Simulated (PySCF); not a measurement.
Compound: CH₅GeN.
Numbering: `[H]/[N:1]=[CH:2]/[GeH3:3]` (hydrogens: H4 on N1; H5 on C2; H6, H7, H8 on Ge3)

Theory: PySCF 2.14.0, PBE0-D3(BJ)/def2-SVP geometry optimisation, gas phase.

(1) List the bond lengths, angles and torsions at this level.

Answers

(1) 
```json
{"bond": "N1=C2", "length (bohr)": "2.399"}
{"bond": "C2–Ge3", "length (bohr)": "3.711"}
{"bond": "N1–H4", "length (bohr)": "1.943"}
{"bond": "C2–H5", "length (bohr)": "2.100"}
{"bond": "Ge3–H6, Ge3–H7, Ge3–H8", "length (bohr)": "2.908"}
```

Bonds in one row agree within 0.02 bohr and their mean is given. A selection of angles:
```json
{"angle": "C2–N1–H4", "degrees": "110.8"}
{"angle": "N1–C2–Ge3", "degrees": "119.5"}
{"angle": "N1–C2–H5", "degrees": "123.0"}
{"angle": "Ge3–C2–H5", "degrees": "117.5"}
{"angle": "C2–Ge3–H6", "degrees": "109.2"}
{"angle": "H6–Ge3–H7", "degrees": "108.0"}
{"angle": "H6–Ge3–H8", "degrees": "110.5"}
```

Dihedral angles: H4–N1–C2–Ge3 180° (antiperiplanar).

Ge3 (germanium bonded to C and 3 H) is tetrahedral (angles from 108.0° to 110.6°). N1 (C=N nitrogen) is bent (angle 110.8°).

Point group: Cs (every atom within 0.08 Å of its image). PBE0-D3(BJ)/def2-SVP frequencies: not computed here.
